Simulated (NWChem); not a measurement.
System: C4H4N, doublet; SMILES C1C=C[N]C=1

Program: NWChem. Spin-unrestricted. Structure relaxed at the PBE-D3(BJ)/def2-SVP, spin-unrestricted level. No stability test was run on the SCF state. B3LYP is NWChem's, with the RPA form of VWN correlation. Level: B3LYP/def2-SVP with SMD (1 M gas to 1 M solution), gas-phase geometry. Reactions with the solvent are ignored.

Order these by “cavity-dispersion-structure term (kcal/mol)”, lowest first: ethyl acetate; chlorobenzene; water.

chlorobenzene (-1.5), ethyl acetate (-0.7), water (1.2)
